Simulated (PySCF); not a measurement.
C2H6B, SMILES C[B]C, multiplicity 2. Atoms are numbered in the order given.

```xyz
9

C      1.3952     0.0124     0.0985
B      0.0000     0.0000    -0.5634
C     -1.3952    -0.0124     0.0985
H      1.6717    -1.0485     0.2031
H      2.1844     0.4745    -0.4969
H      1.4020     0.4369     1.1109
H     -1.4020    -0.4369     1.1109
H     -2.1844    -0.4745    -0.4969
H     -1.6717     1.0485     0.2031
```
Charge 0, spin multiplicity 2.

Coordinates come from a PBE0-D3(BJ)/def2-TZVP optimisation. The isomer is the one that the SMILES or the coordinates give; other isomers of the formula were not compared.

All values below come from PySCF with PBE/pcH-1.

Unrestricted Kohn–Sham, ⟨S²⟩ = 0.752. Hyperfine tensors hold the contact and dipolar terms, without spin-orbit corrections.

### Question
Estimate the hyperfine couplings. (Estimate from the structure and the level; the computed values follow.)

### Answer

| nucleus | A(iso) (MHz) | A(iso) (G) | dipolar principal values (MHz) |
|---|---|---|---|
| 13C no. 1 | 45.8 | 16.3 | -4.8, -2.8, 7.6 |
| 11B no. 2 | 304.5 | 108.6 | -42.0, -41.4, 83.4 |
| 13C no. 3 | 45.8 | 16.3 | -4.8, -2.8, 7.6 |
| 1H no. 4 | -7.7 | -2.7 | -5.4, -3.7, 9.1 |
| 1H no. 5 | 33.7 | 12.0 | -5.6, -4.5, 10.1 |
| 1H no. 6 | 68.8 | 24.5 | -4.1, -2.2, 6.3 |
| 1H no. 7 | 68.8 | 24.5 | -4.1, -2.2, 6.3 |
| 1H no. 8 | 33.7 | 12.0 | -5.6, -4.5, 10.1 |
| 1H no. 9 | -7.7 | -2.7 | -5.4, -3.7, 9.1 |

### Question
And the g tensor (effective nuclear charges for spin-orbit coupling, GIAO)? (Estimate from the structure and the level; the computed values follow.)

### Answer
principal values 2.0008, 2.0021, 2.0025; isotropic 2.0018.
